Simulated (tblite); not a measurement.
P2, triplet, at a GFN2-xTB geometry (a higher spin typed on purpose: for a closed-shell molecule this is an excited state); GFN1-xTB run with tblite.

Here is a job for tblite.
```
$ tblite run mol.xyz --method gfn1 --charge 0 --spin 2 --spin-polarized --json tblite.json --no-restart

# file mol.xyz
2

P     -0.00000000    -0.00000000    -1.02175380
P      0.00000000     0.00000000     1.02175380
```

### Question
Write the output that tblite gives for this input, abridged.

### Answer

```
xTB calculator
 | screened Coulomb repulsion
 | Coulomb electrostatics
 |  * isotropic Klopman-Ohno-Mataga-Nishimoto electrostatics
 |  * onsite third-order electrostatics
 | DFT-D3(BJ) dispersion correction
 | Interactions (1)
 | [1] spin polarization

halogen bonding energy    0.0000000000000E+00 Eh
repulsion energy          1.8305590914128E-02 Eh
dispersion energy        -5.2673649214043E-04 Eh
interaction energy        0.0000000000000E+00 Eh
number of electrons       1.0000000000000E+01 e
integral cutoff           2.3778036236194E+01 bohr

------------------------------------------------------------
  cycle        total energy    energy error   density error
------------------------------------------------------------
      1     -5.103635091214  -5.1214139E+00   3.8256841E-01
      2     -5.103641050341  -5.9591269E-06   2.2975881E-01
      3     -5.103644365006  -3.3146650E-06   1.0251691E-03
      4     -5.103644365669  -6.6337158E-10   5.6439945E-04
      5     -5.103644365948  -2.7923708E-10   6.8274846E-06
------------------------------------------------------------

electronic energy        -5.1214232203703E+00 Eh
total energy             -5.1036443659484E+00 Eh

Post processing:
 | Mayer-Wiberg bond orders

[Info] JSON dump of results written to 'tblite.json'
```
